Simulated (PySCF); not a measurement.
PySCF 2.14 output of an unrestricted PBE0 calculation on a single atom or ion in dyall-acv3z, with the spin-free X2C one-electron Hamiltonian (Gaussian nucleus):

```
SCF conv_tol = 1e-09
number electrons alpha = 6  beta = 2
    C. Adamo and V. Barone.,  J. Chem. Phys. 110, 6158 (1999)
    M. Ernzerhof and G. E. Scuseria.,  J. Chem. Phys. 110, 5029 (1999)
cycle= 1 E= -125.298353290611  delta_E= -0.00297  |g|= 0.00819  |ddm|= 0.0833
cycle= 2 E= -125.298367339782  delta_E= -1.4e-05  |g|= 0.000687  |ddm|= 0.0149
cycle= 3 E= -125.298367541991  delta_E= -2.02e-07  |g|= 5.62e-05  |ddm|= 0.00234
cycle= 4 E= -125.298367543217  delta_E= -1.23e-09  |g|= 9.33e-06  |ddm|= 0.000223
cycle= 5 E= -125.29836754323  delta_E= -1.31e-11  |g|= 6.31e-07  |ddm|= 8.83e-06
converged SCF energy = -125.29836754323  <S^2> = 6.0006564  2S+1 = 5.0002625
```

The run itself started from symmetry-adapted Hartree-Fock orbitals and held the occupation by maximum overlap, on a logarithmic radial grid, so the iterations belong to that start.

Problem. Which element, charge and spin multiplicity is this?

Solution. Ne²⁺ (neon, charge +2), multiplicity 5; the state was [He] 2s2 2p3 3s1, high-spin 5S determinant (an excited configuration).

The outer electron is Rydberg-like, and this basis confines it to a smaller radius and binds it less than a complete one would.
